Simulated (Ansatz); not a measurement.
GaH2Br⁺. Charge 1, multiplicity 2. Geometry PBE-D4/def2-TZVP, that of the neutral singlet; atoms count from 1.

Cartesian coordinates in Å:
```
Ga 0.0183 0.1679 -0.1794
H 1.4216 0.8507 -0.3081
H -1.2868 0.3888 -1.0160
Br -0.1530 -1.4074 1.5036
```

**Question.** Estimate the Mulliken populations from the PBE0/def2-TZVP orbitals of Ansatz.

**Answer.** 
```csv
atom,charge (e),spin (α − β)
Ga1,0.52,-0.02
H2,0.11,0.14
H3,0.11,0.14
Br4,0.27,0.73
```
Mulliken values and Mayer orders depend strongly on the basis.

**Question.** Where does the spin sit?

**Answer.** Summed by element: Ga -0.02, H 0.29, Br 0.73, of 1 unpaired in all. Largest on single atoms: Br4 0.73, H2 0.14, H3 0.14.

**Question.** And the Mayer bond orders between bonded heavy atoms (over 0.3)?

**Answer.** Ga1–Br4 1.01 (2.31 Å).
